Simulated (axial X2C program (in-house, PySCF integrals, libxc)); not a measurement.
## Spin–orbit effects down a group: molecules with H, MP2

All values come from calculations with an axial X2C code built on PySCF integrals, spin-free (one-electron X2C) or two-component (2c: spin–orbit coupling with atomic mean-field Coulomb and Gaunt terms, which also bring small scalar terms), in Dyall basis sets with cores contracted in-house; open shells are unrestricted.

Basis sets: H dyall-v3z, O dyall-av3z, Se dyall-cv3z, Te dyall-cv3z. Frozen shells (counts by l): OH O 1s, H none, 7 electrons correlated; SeH Se 3s2p1d, H none, 7 electrons correlated; TeH Te 4s3p2d, H none, 7 electrons correlated. Where the outer core of a metal is frozen, bonds come out longer and ionisation energies lower.

```csv
molecule,spin-free state,Re (Å),ωe (cm⁻¹),De (eV),2c state,Re 2c (Å),ωe 2c (cm⁻¹),De 2c (eV)
OH,"M_S = 1/2, Λ = 1",0.970,3792.4,4.52,Ω = 3/2,0.970,3792.3,4.52
SeH,"M_S = 1/2, Λ = 1",1.460,2488.3,3.14,Ω = 3/2,1.461,2483.6,3.13
TeH,"M_S = 1/2, Λ = 1",1.652,2208.7,2.72,Ω = 3/2,1.655,2191.0,2.66
```

Each entry is the lowest single determinant of a limited PBE0 search at one distance. De goes to single-determinant-based atoms at the same level (for ions the charge split of lowest energy) and is withheld (n/a) where an atom does not fit its ground term or J level. Main or longest-lived isotopes.
